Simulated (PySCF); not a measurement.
CH6FNOSi2, SMILES N[Si@@H]1OC[Si@@H]1F. Heavy atoms are numbered as in [NH2:1][Si@@H:2]1[O:3][CH2:4][Si@@H:5]1[F:6]. Hydrogens are named by the atom that carries them.

Geometry: PBE0-D3(BJ)/def2-SVP. The structure was generated by enumeration; whether it is a known compound was not checked. The values are those of a single conformer.

Method: CAM-B3LYP/def2-TZVP run with PySCF.

ESP charges are fitted to the potential on shells at 1.4 to 2.0 van der Waals radii. Atomic charges (e), one atom of each kind:

```csv
atom,IAO,Löwdin,ESP fit,Mulliken
N1 (NH2),?,-0.25,-1.13,-0.60
Si2 (SiH),0.95,0.04,0.68,0.41
O3,?,0.03,-0.44,-0.37
C4 (CH2),?,-0.44,-0.02,-0.15
Si5 (SiH),0.91,0.18,0.27,0.46
F6,-0.54,-0.03,-0.24,-0.34
H on N1,?,0.16,0.44,0.24
H on Si2,?,-0.04,-0.11,-0.05
H on C4,0.14,0.12,0.09,0.11
H on Si5,-0.14,-0.04,-0.06,-0.05
```

### Question
Complete the blanks. (Estimate from the structure and the level; the computed values follow.)

### Answer

- N1 (NH2), IAO: -0.85
- O3, IAO: -0.68
- C4 (CH2), IAO: -0.34
- H on N1, IAO: 0.27
- H on Si2, IAO: -0.15

### Question
Give the Mayer and Wiberg (Löwdin basis) orders of the bonds. (The exact figures need the calculation; the answer reports its results.)

### Answer

```
bond     Mayer  Wiberg
-------  -----  ------
N1–Si2    1.17    1.60
Si2–O3    1.08    1.42
O3–C4     0.96    1.46
Si2–Si5   0.94    0.97
C4–Si5    0.93    1.10
Si5–F6    1.04    1.67
```
